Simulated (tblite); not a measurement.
C7H9ClF2.
Numbering: `[CH2:1]=[CH:2][CH2:3]/[C:4](=[CH:5]/[Cl:6])[CH2:7][CH:8]([F:9])[F:10]` (hydrogens: H11, H12 on C1; H13 on C2; H14, H15 on C3; H16 on C5; H17, H18 on C7; H19 on C8)

The geometry is computed with GFN2-xTB (gas phase).

(1) What internal coordinates does the optimisation give?

## Answers

(1) 
```csv
bond,length (Å)
C1=C2,1.319
C2–C3,1.502
C3–C4,1.505
C4=C5,1.326
C5–Cl6,1.726
C4–C7,1.503
C7–C8,1.524
"C8–F9, C8–F10",1.356
C1–H11,1.077
C1–H12,1.078
C2–H13,1.082
"C3–H14, C3–H15",1.092
C5–H16,1.078
"C7–H17, C7–H18",1.091
C8–H19,1.100
```

Bonds in one row agree within 0.01 Å and their mean is given. A selection of angles:
```csv
angle,degrees
C2–C1–H11,122.0
C2–C1–H12,121.7
H11–C1–H12,116.3
C1–C2–C3,124.1
C1–C2–H13,120.8
C3–C2–H13,115.1
C2–C3–C4,110.4
C2–C3–H14,109.5
C4–C3–H14,109.6
H14–C3–H15,108.9
C3–C4–C5,121.3
C3–C4–C7,116.2
C5–C4–C7,122.5
C4–C5–Cl6,123.3
C4–C5–H16,123.3
Cl6–C5–H16,113.3
C4–C7–C8,110.7
C4–C7–H17,110.2
C4–C7–H18,110.9
C8–C7–H17,108.3
H17–C7–H18,109.3
C7–C8–F9,110.9
C7–C8–H19,113.4
F9–C8–F10,105.9
F9–C8–H19,107.7
```

Torsions: C1–C2–C3–C4 -114° (anticlinal); C2–C3–C4–C5 -112° (anticlinal); C3–C4–C5–Cl6 180° (antiperiplanar); C3–C4–C7–C8 94° (anticlinal); C4–C7–C8–F9 -67° (synclinal). The mirror-image conformer, all signs reversed, is as good.

The C–C distances run from 1.319 Å (C1=C2, drawn double) to 1.524 Å (C7–C8, drawn single), a spread of 0.205 Å. Of the pairs four or more bonds apart, Cl6···H18 is among the closest relative to their van der Waals radii: 2.70 Å, 92 % of the sum of Bondi's values.

Point group: C1 (no symmetry element, even within 0.4 Å). Its GFN2-xTB frequencies are all real (lowest 34 cm⁻¹). The numbers are those of one conformer.
